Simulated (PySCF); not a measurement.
BeHI, SMILES [I][BeH].

Geometry optimised at r2SCAN-D4/def2-TZVPD. The def2 effective core potentials stand for the cores of I; spin–orbit coupling is left out.

All values below come from PySCF with CAM-B3LYP/def2-TZVPD.

Computed frontier levels, gap, dipole moment and polarisability:
```json
{
 "highest_occupied_level": "-9.37 eV",
 "lowest_empty_level": "-0.07 eV",
 "orbital_gap": "9.30 eV",
 "dipole_moment": "0.035 e·Å",
 "quadrupole, principal values (traceless, Buckingham form, about the centre of nuclear charge)": "-2.40, 1.20, 1.20 D·Å",
 "mean_static_polarisability": "51.3 bohr³ (7.60 Å³)",
 "polarisability_principal_values": "45.8, 45.8, 62.2 bohr³"
}
```
